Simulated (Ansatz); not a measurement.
Si₈BH₁₆, a doped cluster cut from the lattice of silicon (B on a surface site). The state is a doublet with charge 0. Geometry PBE-D4/def2-SVP.

```csv
atom,x (Å),y (Å),z (Å)
B1,1.152,0.303,1.452
Si2,1.525,0.516,-2.131
Si3,-0.511,-2.617,0.147
Si4,-1.833,0.973,-0.302
Si5,0.804,-1.627,1.846
Si6,2.431,0.876,0.025
Si7,-0.509,1.517,1.622
Si8,-0.590,1.545,-2.213
Si9,-2.436,-1.295,-0.146
H10,1.167,1.041,2.487
H11,1.348,-0.955,-2.403
H12,2.402,1.090,-3.217
H13,-0.922,-4.026,0.497
H14,0.239,-2.660,-1.159
H15,-3.050,1.867,-0.158
H16,2.075,-2.443,1.916
H17,0.041,-1.856,3.130
H18,3.728,0.101,0.063
H19,2.774,2.347,0.074
H20,-0.163,2.983,1.597
H21,-1.304,1.246,2.872
H22,-0.433,3.045,-2.223
H23,-1.378,1.143,-3.436
H24,-3.348,-1.443,1.046
H25,-3.209,-1.671,-1.386
```

Single mean-field runs in def2-TZVP are fitted with def2-universal-jkfit.

Estimate the α-spin orbital energies around the gap (eV) in Ansatz with HF/6-31G, PBE-D4/def2-SVP, B97M-V/def2-TZVP, PBE0-D4/def2-SVP, PBE0-D4/def2-TZVP.


```csv
orbital,HF/6-31G,PBE-D4/def2-SVP,B97M-V/def2-TZVP,PBE0-D4/def2-SVP,PBE0-D4/def2-TZVP
HOMO−9,-12.79,-8.27,-8.73,-9.61,-9.59
HOMO−8,-12.58,-8.14,-8.62,-9.47,-9.43
HOMO−7,-11.67,-7.65,-8.08,-8.87,-8.81
HOMO−6,-11.59,-7.58,-8.02,-8.80,-8.79
HOMO−5,-10.94,-7.13,-7.60,-8.33,-8.30
HOMO−4,-10.94,-7.10,-7.52,-8.25,-8.19
HOMO−3,-10.34,-6.99,-7.35,-8.06,-7.99
HOMO−2,-10.29,-6.87,-7.26,-7.95,-7.89
HOMO−1,-10.07,-6.67,-7.06,-7.77,-7.70
HOMO,-9.01,-5.78,-6.15,-6.88,-6.84
LUMO,2.24,-1.70,-1.95,-1.01,-1.11
LUMO+1,2.81,-1.37,-1.62,-0.64,-0.78
LUMO+2,2.86,-1.35,-1.61,-0.64,-0.78
LUMO+3,2.92,-1.07,-1.35,-0.30,-0.57
LUMO+4,3.16,-0.64,-0.97,0.15,-0.19
LUMO+5,3.21,-0.61,-0.93,0.18,-0.18
β HOMO,-9.97,-6.59,-6.97,-7.67,-7.60
β LUMO,-1.06,-5.08,-5.29,-4.43,-4.37
```
